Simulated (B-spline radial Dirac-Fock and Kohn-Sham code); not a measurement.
## Elastic electron scattering at 5 keV, Ca to Zr

Level of theory: relativistic (Dirac) partial waves in the static field of the Dirac-Fock atom with Furness-McCarthy exchange, without polarisation or absorption potentials; a B-spline atomic structure program. σ_tr1 and σ_tr2 weight the cross section with 1 − P₁ and 1 − P₂ of cos θ; "backward" is the share scattered beyond 90°.

| Z | element | σ (a₀²) | σ_tr1 (a₀²) | σ_tr2 (a₀²) | backward (%) | dσ/dΩ at 90° (a₀²/sr) |
| --- | --- | --- | --- | --- | --- | --- |
| 20 | Ca | 2.54 | 0.0663 | 0.140 | 0.46 | 0.00331 |
| 21 | Sc | 2.54 | 0.0716 | 0.150 | 0.51 | 0.00365 |
| 22 | Ti | 2.51 | 0.0770 | 0.160 | 0.57 | 0.00399 |
| 23 | V | 2.47 | 0.0824 | 0.170 | 0.64 | 0.00434 |
| 24 | Cr | 2.20 | 0.0876 | 0.178 | 0.79 | 0.00471 |
| 25 | Mn | 2.36 | 0.0932 | 0.188 | 0.80 | 0.00507 |
| 26 | Fe | 2.30 | 0.0986 | 0.197 | 0.90 | 0.00544 |
| 27 | Co | 2.24 | 0.104 | 0.205 | 1.0 | 0.00582 |
| 28 | Ni | 2.18 | 0.109 | 0.213 | 1.1 | 0.00620 |
| 29 | Cu | 1.94 | 0.115 | 0.220 | 1.3 | 0.00658 |
| 30 | Zn | 2.06 | 0.120 | 0.229 | 1.4 | 0.00696 |
| 31 | Ga | 2.28 | 0.126 | 0.237 | 1.3 | 0.00733 |
| 32 | Ge | 2.43 | 0.132 | 0.246 | 1.3 | 0.00769 |
| 33 | As | 2.53 | 0.138 | 0.254 | 1.4 | 0.00806 |
| 34 | Se | 2.61 | 0.144 | 0.262 | 1.4 | 0.00842 |
| 35 | Br | 2.66 | 0.150 | 0.271 | 1.5 | 0.00878 |
| 36 | Kr | 2.69 | 0.156 | 0.279 | 1.5 | 0.00913 |
| 37 | Rb | 3.31 | 0.162 | 0.288 | 1.3 | 0.00948 |
| 38 | Sr | 3.80 | 0.168 | 0.297 | 1.2 | 0.00981 |
| 40 | Zr | 3.95 | 0.181 | 0.314 | 1.3 | 0.0105 |

Values without a named source are computed, but for edge energies of neutral atoms, which are taken from tables.
